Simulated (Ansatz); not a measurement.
Job for Ansatz (a first-principles code): R-CCSD(T)/aug-cc-pVTZ on BeH2O (SMILES [BeH][OH]), atoms moved off the minimum.

Ansatz 0.2 input:
```yaml
crystal:
  periodic: [false, false, false]
  atoms:
    - {symbol: Be, position_ang: [-0.76267234, -0.35980952, 0.05545004]}
    - {symbol: H, position_ang: [-1.97084197, -0.95265465, 0.09947486]}
    - {symbol: O, position_ang: [0.49703693, 0.18450750, -0.08311020]}
    - {symbol: H, position_ang: [1.08611987, 0.72540312, 0.41726707]}
basis:
  gaussian:
    orbitals: aug-cc-pVTZ
magnetization: {spin_polarized: false}
correlation: {method: ccsd_t, electrons: outside_noble_gas}
scf: {lower_state_search: off}
output: {forces: true}
```

It printed:

```
WARN ansatz: RAYON_NUM_THREADS=1 ignored (pool sized by the plan → 1); use --threads N
Functional definition: HF
these checks for a lower state are left out or cut short: starts, cluster_reference, orbital_swaps, neighbouring_geometries, increment
integrals: 0.28 GiB planned
812 factors; integrals over basis functions are off by at most 7.2e-4 eV
mean field: 0.22 GiB planned
mean field evaluation 1: about -2466.4458 eV, gradient 4.0e1 eV
mean field evaluation 2: about -2466.4460 eV, gradient 4.0e1 eV
mean field evaluation 4: about -2469.5062 eV, gradient 2.0e0 eV
mean field evaluation 8: about -2469.5268 eV, gradient 5.5e-4 eV
mean field -2469.52684904 eV, -90.7534377968 hartree, gradient 1.1e-6 eV, S^2 0.000000; 0 other end points of the search recorded, 0 dependent functions left out
2 core orbitals not correlated
reference -2469.52684904 eV, -90.7534377968 hartree; 5, 5 occupied and 131, 131 virtual orbitals, 812 factors
too little memory for Intel AMX tiles; the run may be slower
densities: 1.27 GiB planned
second order -8.28166955 eV of doubles, -0.00000000 eV of singles
coupled cluster: 0.73 GiB planned
cycle   1  -8.28910869 eV  change   -7.4e-3 eV  update   6.3e-2
cycle   2  -8.48246624 eV  change   -1.9e-1 eV  update   1.9e-2
cycle   3  -8.53766852 eV  change   -5.5e-2 eV  update   1.0e-2
cycle   4  -8.52992323 eV  change    7.7e-3 eV  update   2.2e-3
cycle   5  -8.52971002 eV  change    2.1e-4 eV  update   1.0e-3
cycle   6  -8.53009212 eV  change   -3.8e-4 eV  update   2.6e-4
cycle   7  -8.52999017 eV  change    1.0e-4 eV  update   8.7e-5
cycle   8  -8.52996191 eV  change    2.8e-5 eV  update   2.3e-5
cycle   9  -8.52996352 eV  change   -1.6e-6 eV  update   8.2e-6
perturbative correction -0.27858754 eV, -0.0102379032 hartree
the calculation of the forces begins
Total energy: -2478.33540010 eV, -91.0771460777 hartree
Atom 0 at    -0.762672    -0.359810     0.055450 Å, force    -1.327528    -0.663988     0.050690 eV/Å
Atom 1 at    -1.970842    -0.952655     0.099475 Å, force     0.159353     0.107992     0.012951 eV/Å
Atom 2 at     0.497037     0.184507    -0.083110 Å, force     0.843439     0.306264    -0.239260 eV/Å
Atom 3 at     1.086120     0.725403     0.417267 Å, force     0.324736     0.249731     0.175619 eV/Å
Dipole moment:     0.184581     0.198278     0.194944 e Å
Checks for a lower state left out: starts, cluster_reference, orbital_swaps, neighbouring_geometries, increment
```

The run converged.

Cost: around 40 core-seconds (rough).
